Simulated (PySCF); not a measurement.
Species: C₅H₆N₂Si.
Cartesian coordinates in Å at the PBE0-D3(BJ)/def2-SVP level; atoms count from 1:
```
atom  x, y, z in Å
N1    -1.190    2.897    0.766
C2    -0.472    2.041    0.447
C3     0.379    0.978    0.055
C4     1.759    0.939   -0.063
C5     2.097   -0.366   -0.490
C6     0.918   -1.071   -0.616
N7    -0.138   -0.263   -0.286
Si8   -1.869   -0.716   -0.301
H9     2.432    1.769    0.141
H10    3.096   -0.751   -0.684
H11    0.752   -2.103   -0.919
H12   -2.594    0.144   -1.272
H13   -2.430   -0.556    1.066
H14   -1.871   -2.141   -0.727
```

Level of theory: PySCF 2.14.0, density-fitted response routines, TDDFT B3LYP/def2-SVPD, vertical, gas phase, core orbitals frozen in the response.

Ground-to-excited transition dipoles (e·a0, same axes as the geometry; the sign carries no meaning), for the states with f of 0.002 or more among the lowest 10:

```csv
state,E (eV),μx,μy,μz
S2,5.301,0.581,-1.175,-0.407
S4,5.859,0.795,-0.104,-0.090
S8,6.700,-0.397,-0.542,-0.141
S9,6.800,0.013,-0.045,0.145
S10,6.865,0.017,-0.085,0.257
```

(1) What oscillator strength does each state have?

(2) What is the point group, and which symmetry does each of these states have?

(3) What angle do the transition dipoles of S8 and S10 make?

(4) How is the summed strength of these states shared among x, y and z?

(5) What peak molar absorption coefficient would the strongest computed level give as a lone Gaussian band 0.4 eV wide at half height?

Answers

(1) f = (2/3) ΔE |μ|² with ΔE in hartree (27.2114 eV).

```json
{"state": "S2", "|μ|² (au)": "1.885", "|μ| (D)": "3.49", "f": "0.245"}
{"state": "S4", "|μ|² (au)": "0.651", "|μ| (D)": "2.05", "f": "0.093"}
{"state": "S8", "|μ|² (au)": "0.472", "|μ| (D)": "1.75", "f": "0.077"}
{"state": "S9", "|μ|² (au)": "0.023", "|μ| (D)": "0.39", "f": "0.004"}
{"state": "S10", "|μ|² (au)": "0.073", "|μ| (D)": "0.69", "f": "0.012"}
```

(2) Cs. The ground state is totally symmetric, so the direction of μ fixes the label. Polarised normal to the mirror plane, so A″: S9 and S10. Polarised in the mirror plane, so A′: S2, S4 and S8.

(3) |cos θ| = |μa·μb| / (|μa| |μb|) = 0.02, so θ ≈ 89° (taken between 0 and 90°, since the signs are arbitrary).

(4) (2/3) Σ ΔE μα² gives 0.161 for x, 0.231 for y and 0.041 for z, 0.432 in all.

(5) ε(max) = 2.175×10⁸ f / FWHM, with the width in cm⁻¹. S2: 2.175×10⁸ × 0.2449 / 3226 ≈ 17000 L mol⁻¹ cm⁻¹.

The vertical ionisation energy (ΔSCF) is 8.75 eV, 1.88 eV above S10.
